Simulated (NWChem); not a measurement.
Molecule: C2H4O2Si; SMILES O[Si@@H]1C=CO1

```xyz
9

O     -0.0209     1.8991    -0.4130
Si     0.0730     0.4821     0.4199
C      1.1181    -0.9386    -0.0965
C     -0.0717    -1.5621    -0.2574
O     -1.1207    -0.7133    -0.0288
H      0.0888     1.8529    -1.3681
H     -0.0504     0.8647     1.8429
H      2.1199    -1.3507    -0.1846
H     -0.3261    -2.5996    -0.5113
```
Atoms are numbered in this order, from 1.

Computed with NWChem. Coordinates come from a PBE0/def2-SVP optimisation.

For level TPSSh/def2-TZVP:

- highest occupied level (eV): -6.23
- orbital gap (eV): 5.45

Problem. What are these values for level BLYP/def2-TZVP?

Solution. highest occupied level (eV): -5.57
orbital gap (eV): 4.35
